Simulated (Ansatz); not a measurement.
CH5BN2Zn (`B[N]1C[NH][Zn]1`). The species carries charge 0 and has multiplicity 1.

```xyz
10

B     0.028   -1.325   -1.273
N    -0.343   -0.226   -0.531
C     0.346    0.319    0.665
N    -0.545    1.295    1.304
Zn   -1.627    1.156   -0.257
H    -0.623   -1.635   -2.234
H     0.998   -1.972   -0.963
H     1.311    0.756    0.379
H     0.518   -0.517    1.355
H    -0.063    2.149    1.556
```

What are the harmonic wavenumbers in cm⁻¹ at PBE0-D4/def2-TZVP (Ansatz, finite differences of forces, unscaled)? (An estimate is asked.)

Computed: 101, 226, 258, 398, 464, 495, 507, 712, 855, 959, 986, 1009, 1033, 1172, 1186, 1233, 1322, 1446, 1501, 2523, 2596, 2995, 3042, 3581.

Is this a minimum?

Yes, all 24 modes are real.

Give the ideal-gas thermochemistry at 298.15 K and 1 bar (rigid rotor, harmonic oscillator; point group C1, symmetry number 1).

Zero-point energy 183.0 kJ/mol; H(298) − E = 201.2 kJ/mol; entropy 325.7 J/(mol·K), of which translation 168.7, rotation 110.6, vibration 46.4; G(298) − E = 104.1 kJ/mol.
